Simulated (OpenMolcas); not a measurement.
# Cl+: effect of the IPEA shift

| Item | Value |
| --- | --- |
| Program | OpenMolcas 26.06 |
| Basis | ANO-RCC-VTZP [5s4p2d1f] |
| Scalar Hamiltonian | DKH2, point nucleus |
| Active space | 6 electrons in 4 orbitals (3s 3p) |
| State averaging | 2S+1 = 3 even, 3 roots; 2S+1 = 1 even, 6 roots kept (CI in the orbitals of an earlier block); 2S+1 = 3 odd, 3 roots; 2S+1 = 1 odd, 3 roots kept (CI in the orbitals of an earlier block) |
| Spin-orbit coupling | state interaction with AMFI integrals over the reference wave functions, term energies averaged over their components |

Methods on the same reference wave functions:
A. CASSCF
B. SS-CASPT2, IPEA 0 Eh, imaginary shift 0.1 Eh (closed shells correlated: 2s 2p)
C. SS-CASPT2, IPEA 0.25 Eh, imaginary shift 0.1 Eh (closed shells correlated: 2s 2p)

Energies in cm-1 above 3s2 3p4 3P2, the measured ground level; measured values from NIST Handbook of Basic Atomic Spectroscopic Data.

```csv
Level,A,B,C,Measured
3s2 3p4 3P2,0.0,0.0,0.0,0.0
3s2 3p4 3P1,648,650,650,696
3s2 3p4 3P0,934,938,938,996
3s2 3p4 1D2,14469,12580,12120,11654
3s2 3p4 1S0,26929,28690,28050,27878
3s 3p5 3P* 2,116925,100430,103850,93368
3s 3p5 3P* 1,117556,101060,104480,94000
3s 3p5 3P* 0,117877,101390,104800,94334
3s 3p5 1P* 1,172099,144730,147670,
```

Deviations, from unrounded energies. A percentage is the sum of absolute deviations over the sum of measured energies, with the sign that they share, or ± where signs differ.

| Against measurement | Levels | A | B | C |
| --- | --- | --- | --- | --- |
| mean absolute deviation (cm-1) | 7 | 11000 | 3300 | 4600 |
| fine structure of the ground term (%) | 2 | -6.5 | -6.2 | -6.1 |
| other terms of the ground configuration (%) | 2 | ±9.5 | +4.4 | +1.6 |
| other configurations (%) | 3 | +25.1 | +7.5 | +11.2 |

B lies closest to measurement on these levels and A furthest from it. The largest miss of B in the table is 3s 3p5 3P* 2, by +7100 cm-1. The ranking rests on the paired levels alone, and a cruder setting can come out closer through cancelling errors.

Between B and C the level of the table that moves most is 3s 3p5 3P* 2, by 3400 cm-1 (lowest in B, highest in C). Moves below CASPT2's spread within the term are not significant.

From A to B the spin-free energies of the other terms of 3s2 3p4 shown, above 3P, scale by factors of 0.87 to 1.07.

The lowest spin-free term lies below A's lowest term by 0.163 hartree in B, 0.154 hartree in C.

CASPT2 does not keep the components of a term degenerate, so their means are used; among the terms shown or strongly mixed into the levels shown the widest spread is 140 cm-1 (3s2 3p4 1D, C). Over all roots computed the reference weight is 0.83 to 0.95 in B, 0.87 to 0.95 in C; the roots of lowest weight are the least certain, and an intruder state may touch them. Terms from blocks run as CI alone lack orbitals of their own. Terms of s pⁿ other than that of highest spin mix with s² pⁿ⁻² d, which this space lacks; all of them can be thousands of cm-1 off, and some have no real level of that name. Without dynamic correlation excited terms often stand tens of per cent too high (terms of higher spin than the ground term too low), and those without a measured partner can miss by more than the paired ones (holds for A). Measured partners are found by configuration, term and J. A level has none where our copy of the source lacks it or the pairing is in doubt (some pairs that miss far off the trend of their configuration count as doubtful), and it then counts in no deviation. Only configurations of the active space appear.

* marks odd parity.
